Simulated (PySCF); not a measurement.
**Computed vibrations of [Nd(H2O)3]3+**

[Nd(H2O)3]3+ (singlet in the valence; each metal's 4f electrons, 3 of them, lie in its core potential, out of spins and levels). PySCF 2.14.0, RKS PBE0, Nd lcecp-1-SVP with ECP49, O def2-SVP, H def2-SVP; non-relativistic Hamiltonian with scalar-relativistic core potentials where named; density fitting; no spin-orbit coupling. Central differences of gradients.

```xyz
10

Nd    0.0000    0.0000    0.0000
O     2.3382    0.0000    0.0000
H     2.9548    0.0000    0.7705
H     2.9548    0.0000   -0.7705
O    -1.1691    2.0249    0.0000
H    -1.4774    2.5589    0.7705
H    -1.4774    2.5589   -0.7705
O    -1.1691   -2.0249    0.0000
H    -1.4774   -2.5589    0.7705
H    -1.4774   -2.5589   -0.7705
```

Run from Python with OMP_NUM_THREADS=2. Where DIIS fails, smearing, a level shift and second-order steps follow.
It took 80 s on 2 threads of Arm Neoverse V2, on a shared host.

(1) What are the harmonic wavenumbers and infrared intensities?

(2) Is this a minimum?

An lcecp potential fixes the number of 4f electrons, so in runs with it no electron can move into or out of that shell.

## Answers

(1) Modes are labelled in D3h; negative numbers are unstable modes, those under 60 cm⁻¹ near the noise; a finer grid moves soft modes by up to 10 cm⁻¹.
| cm⁻¹ | km/mol | symmetry |
| --- | --- | --- |
| -198 | – | a1'' |
| -182 | – | e'' |
| -182 | – | e'' |
| -52 | – | a2'' |
| 51 | 3.9 | e' |
| 51 | 3.9 | e' |
| 386 | 0.0 | a1' |
| 395 | 33.3 | e' |
| 395 | 33.3 | e' |
| 614 | 0.0 | e'' |
| 614 | 0.0 | e'' |
| 629 | 270.9 | a2'' |
| 636 | 0.0 | a2' |
| 664 | 575.7 | e' |
| 664 | 575.7 | e' |
| 1673 | 202.8 | e' |
| 1673 | 202.8 | e' |
| 1676 | 0.0 | a1' |
| 3584 | 856.4 | e' |
| 3584 | 856.4 | e' |
| 3602 | 0.0 | a1' |
| 3620 | 0.0 | e'' |
| 3620 | 0.0 | e'' |
| 3623 | 1275.4 | a2'' |

(2) No: 4 unstable; the lowest moves the atoms so:
```
Nd   0.00  0.00  0.00
O    0.00  0.00  0.00
H    0.00  0.41  0.00
H    0.00 -0.41  0.00
O    0.00  0.00  0.00
H   -0.35 -0.20  0.00
H    0.35  0.20  0.00
O    0.00  0.00  0.00
H    0.35 -0.20  0.00
H   -0.35  0.20  0.00
```
